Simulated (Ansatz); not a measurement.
Reaction (cleavage of the Al–Si bond): `[NH2][AlH][SiH2][TeH]` + `O[SiH2][SiH3]` → `[NH2][AlH][O][SiH2][SiH3]` + `[SiH3][TeH]`

Calculated with Ansatz (gas phase, PBE0-D4/def2-TZVP geometries, no zero-point term in ΔE). CCSD(T)/CBS is the MP2 limit (def2-TZVPP, def2-QZVPP) plus CCSD(T) − MP2 in def2-TZVPP, frozen cores. DFT in def2-TZVPP. B3LYP here is the variant with VWN-RPA as its local correlation; programs differ in this. def2 core potentials past Kr. For Te outer-core shells are correlated without core-valence functions, which leaves a few kJ/mol of doubt a bond. Each species was taken in one conformer, which may not be the lowest.

```csv
level,ΔE (kJ/mol),difference from CCSD(T)/CBS
PBE-D4,-122.2,24.9
ωB97X-V,-148.4,-1.3
PBE0,-129.6,17.5
B3LYP,-150.0,-2.9
HF/def2-TZVPP,-172.5,-25.4
CCSD/def2-TZVPP,-152.9,-5.8
MP2/def2-QZVPP,-155.1,-8.0
SCS-MP2/def2-QZVPP,-159.3,-12.2
MP2/CBS(def2),-153.6,-6.5
CCSD/CBS(def2),-151.4,-4.3
CCSD(T)/CBS,-147.1,0
```

Largest T1 diagnostic among the species: 0.012.

From PBE to PBE0 (25 % exact exchange), in def2-TZVPP and without D4, ΔE moves by −8.6 kJ/mol. In def2-TZVPP, CCSD(T) changes the Hartree–Fock value by +23.9 kJ/mol (the triples alone add +4.3 kJ/mol) and MP2 by +17.4 kJ/mol.
